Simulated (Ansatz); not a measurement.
The first iterations of a band of C$_{2}$H$_{9}$FGe$_{2}$ (14 atoms, charge 0, multiplicity 1).

Theory: RHF/def2-SVP in Ansatz.

```json
{
 "movable images": "7",
 "climbing image": "yes",
 "spring": "5.0 eV/Å²",
 "optimiser": "quadratic models (default)",
 "start path": "through a guess of the saddle point",
 "force threshold": "0.03 eV/Å",
 "iteration limit": "50",
 "end points": "relaxed"
}
```

Image 0:

```xyz
14
Properties=species:S:1:pos:R:3
C -1.395 1.273 1.081
Ge 0.447 0.599 1.129
C 0.628 -1.045 0.049
Ge 0.486 -0.875 -1.881
F 0.569 -2.476 -2.546
H -2.089 0.519 1.457
H -1.490 2.165 1.703
H -1.692 1.535 0.064
H 1.408 1.673 0.588
H 0.849 0.274 2.578
H -0.130 -1.759 0.381
H 1.601 -1.493 0.268
H 1.656 -0.108 -2.500
H -0.861 -0.312 -2.342
```

Image 8:

```xyz
14
Properties=species:S:1:pos:R:3
C -0.934 1.786 0.815
Ge 0.083 0.193 1.339
C 1.064 -0.561 -0.200
Ge 0.021 -1.384 -1.617
F 1.137 -1.923 -2.832
H -1.682 1.544 0.058
H -1.449 2.211 1.678
H -0.268 2.548 0.405
H 1.102 0.556 2.432
H -0.874 -0.874 1.904
H 1.759 -1.317 0.175
H 1.670 0.233 -0.644
H -0.914 -0.403 -2.328
H -0.727 -2.638 -1.158
```

| iteration | highest image above the first end (eV) | largest band force component (eV/Å) |
| --- | --- | --- |
| 1 | 1.088 | 3.597 |
| 2 | 0.150 | 0.844 |
| 3 | 0.087 | 0.615 |

Does the band converge within its limit, and where does its top end?

It converged. It ended after 9 iterations with the highest image 0.054 eV above the first end. A vibrational analysis at the climbing image gives one clearly imaginary mode, 69i cm⁻¹: a first-order saddle point.

Time of the run: 4 min on 2 threads of Arm Neoverse V2 (shared host), peak memory 0.51 GiB.
